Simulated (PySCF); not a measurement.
A side-by-side comparison of computed properties.

First species: C4H5NO.
Atom-mapped SMILES: `[N:1]#[C:2][CH2:3][C@@H:4]1[CH2:5][O:6]1` (hydrogens: H7, H8 on C3; H9 on C4; H10, H11 on C5)

Geometry (GFN2-xTB, Å), atoms numbered from 1 in this order:
```xyz
11
C4H5NO angstrom
N     -1.8859    2.1138    0.5698
C     -1.5137    1.1070    0.1788
C     -1.0301   -0.1614   -0.3073
C      0.2654   -0.5407    0.3908
C      1.5531   -0.0464   -0.1009
O      1.1438   -1.3697   -0.3037
H     -0.8592   -0.0898   -1.3855
H     -1.7911   -0.9261   -0.1260
H      0.1671   -0.7558    1.4527
H      2.3752    0.0921    0.5911
H      1.5810    0.5797   -0.9857
```

Second species: C5H10N2Si.
Atom-mapped SMILES: `[CH3:1][CH2:2][CH2:3]/[C:4]([C:5]#[N:6])=[N:7]/[SiH3:8]` (hydrogens: H9, H10, H11 on C1; H12, H13 on C2; H14, H15 on C3; H16, H17, H18 on Si8)

Levels: CAM-B3LYP/def2-SVPD for dipole moment, HOMO energy, LUMO energy, HOMO–LUMO gap, static isotropic polarisability and electronic spatial extent ⟨r²⟩ about the centre of nuclear charge; TDDFT CAM-B3LYP/def2-SVPD for lowest singlet excitation; TDA CAM-B3LYP/def2-SVPD for lowest triplet excitation (Tamm–Dancoff); GFN2-xTB for rotational constant A and rotational constant C. Geometries: GFN2-xTB. All species are isolated and taken at one optimised geometry, non-relativistic unless stated; the electronic structure was computed with PySCF and density fitting.

The conformers computed, where there is a choice (atom-mapped SMILES and torsion angles):
- `[N:1]#[C:2][CH2:3][C@@H:4]1[CH2:5][O:6]1`: C2–C3–C4–C5 -85°
- `[CH3:1][CH2:2][CH2:3]/[C:4]([C:5]#[N:6])=[N:7]/[SiH3:8]`: C1–C2–C3–C4 -63°, C2–C3–C4–C5 -57°

Values for the first species:

- Dipole moment: 2.13 D
- HOMO energy: -10.06 eV
- LUMO energy: 1.06 eV
- HOMO–LUMO gap: 11.12 eV
- Lowest singlet excitation: 7.82 eV
- Lowest triplet excitation (Tamm–Dancoff): 6.51 eV
- Static isotropic polarisability: 51.7 au
- Electronic spatial extent ⟨r²⟩ about the centre of nuclear charge: 617 bohr²
- Rotational constant A: 11.720 GHz
- Rotational constant C: 1.896 GHz

Q: Estimate the same properties for the second species, and the change in each.

A: 
```json
{"property": "dipole moment", "first": "2.13 D", "second": "2.42 D", "second less first": "+0.29 D"}
{"property": "HOMO energy", "first": "-10.06 eV", "second": "-9.11 eV", "second less first": "+0.95 eV"}
{"property": "LUMO energy", "first": "1.06 eV", "second": "-0.99 eV", "second less first": "-2.05 eV"}
{"property": "HOMO–LUMO gap", "first": "11.12 eV", "second": "8.12 eV", "second less first": "-3.00 eV"}
{"property": "lowest singlet excitation", "first": "7.82 eV", "second": "3.78 eV", "second less first": "-4.04 eV"}
{"property": "lowest triplet excitation (Tamm–Dancoff)", "first": "6.51 eV", "second": "3.20 eV", "second less first": "-3.31 eV"}
{"property": "static isotropic polarisability", "first": "51.7 au", "second": "97.3 au", "second less first": "+45.6 au"}
{"property": "electronic spatial extent ⟨r²⟩ about the centre of nuclear charge", "first": "617 bohr²", "second": "1439 bohr²", "second less first": "+822 bohr²"}
{"property": "rotational constant A", "first": "11.720 GHz", "second": "2.388 GHz", "second less first": "-9.332 GHz"}
{"property": "rotational constant C", "first": "1.896 GHz", "second": "0.867 GHz", "second less first": "-1.029 GHz"}
```

On the first: The principal polarisabilities are 43.5, 49.6 and 62.0 au; their mean is the isotropic value. S1 lies 3.30 eV below the HOMO–LUMO gap.

On the second: The polarisability is 14.41 Å³ as a volume (1 au = 0.148185 Å³), or 1.43 au for each of the 68 electrons. In wavenumbers S1 is 30500 cm⁻¹ (1 eV = 8065.54 cm⁻¹).
